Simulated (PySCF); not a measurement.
## Distorted geometries of [Lu(H2O)5]3+

[Lu(H2O)5]3+ (singlet). PySCF 2.14.0, RKS PBE0, Lu def2-SVP with ECP28, O def2-SVP, H def2-SVP; non-relativistic Hamiltonian with scalar-relativistic core potentials where named; density fitting; no spin-orbit coupling. Relaxed geometry:

```xyz
16

Lu   -0.0248    0.0000    0.0000
O    -0.7343   -0.0368    2.0992
H    -0.9481    0.7298    2.6702
H    -0.9022   -0.8168    2.6675
O    -0.7343    0.0368   -2.0992
H    -0.9481   -0.7298   -2.6702
H    -0.9022    0.8168   -2.6675
O     2.1702    0.0000    0.0000
H     2.7741   -0.0328    0.7743
H     2.7741    0.0328   -0.7743
O    -0.4984    2.1862    0.0467
H     0.1385    2.9302    0.0967
H    -1.3743    2.6251    0.0236
O    -0.4984   -2.1862   -0.0467
H    -1.3743   -2.6251   -0.0236
H     0.1385   -2.9302   -0.0967
```

**Question.** Order these distorted geometries by energy above the relaxed one, lowest first.
A.
```xyz
16

Lu    0.0737   -0.1436    0.2044
O    -0.5022   -0.0847    2.0074
H    -0.8977    1.0158    2.7307
H    -0.7880   -0.9780    2.6479
O    -0.7351   -0.0353   -2.1688
H    -0.7926   -0.6546   -2.5499
H    -1.0989    0.6968   -2.7710
O     2.2018    0.2205   -0.1615
H     2.8213   -0.1520    0.7404
H     2.4687    0.1256   -0.9330
O    -0.6367    2.3041   -0.0089
H     0.0130    2.7579    0.1345
H    -1.4164    2.4017    0.3560
O    -0.3079   -2.0477   -0.0737
H    -1.4354   -2.4105   -0.1539
H     0.0883   -3.0163   -0.0006
```
B.
```xyz
16

Lu   -0.2212   -0.1443   -0.1167
O    -0.8384    0.2058    2.3192
H    -0.8210    0.6317    2.5716
H    -0.9889   -0.7272    2.7293
O    -0.5683   -0.1526   -2.3184
H    -1.1649   -0.6704   -2.5198
H    -0.9138    0.5959   -2.5661
O     2.1535    0.0726    0.0342
H     2.9603   -0.0342    0.5688
H     2.8419    0.1241   -0.7845
O    -0.3638    2.1432   -0.0571
H     0.0388    2.8929    0.3020
H    -1.2914    2.8111    0.0967
O    -0.3886   -2.2423   -0.0383
H    -1.5159   -2.5369   -0.0111
H     0.1378   -2.9695   -0.2096
```
C.
```xyz
16

Lu   -0.0519   -0.0300   -0.0229
O    -0.6999    0.1384    2.1705
H    -0.7861    0.7733    2.7400
H    -0.8407   -0.8046    2.6114
O    -0.7407   -0.0168   -2.1725
H    -0.9724   -0.7695   -2.7321
H    -0.9416    0.9247   -2.5300
O     2.1904   -0.0371    0.0065
H     2.7076   -0.0050    0.7186
H     2.7854    0.0684   -0.6995
O    -0.4340    2.2421    0.1008
H    -0.0740    2.9361    0.0802
H    -1.2630    2.4521    0.0007
O    -0.5210   -2.2977   -0.2088
H    -1.4961   -2.6213   -0.0402
H     0.1939   -2.9532   -0.0228
```

**Answer.** C (3.79 eV), A (10.93 eV), B (28.10 eV).

**Question.** Which forces (eV/Å) act in the one that lies 3.79 eV up?

**Answer.** 
```
Lu    0.38  -0.15  -0.01
O     0.97  -9.92  -6.35
H    -1.02   6.49   6.25
H     0.18   2.98  -0.42
O     0.30   2.71   1.70
H    -0.33   0.05  -0.93
H     0.12  -2.46  -0.35
O    -5.98  -0.39  -3.20
H     3.84   0.16   5.73
H     1.73   0.24  -2.53
O    -1.82 -19.38   0.92
H    10.05  17.16  -0.34
H    -8.48   1.94  -0.76
O    -1.61   1.13   0.88
H     2.68  -0.16  -0.46
H    -1.00  -0.41  -0.14
```
Forces carry noise of the integration grid, about 0.01 to 0.03 eV/Å.

No frequency check is given that shows the relaxed geometry to be a minimum, and it was reached by following one of several unstable modes of a saddle point.
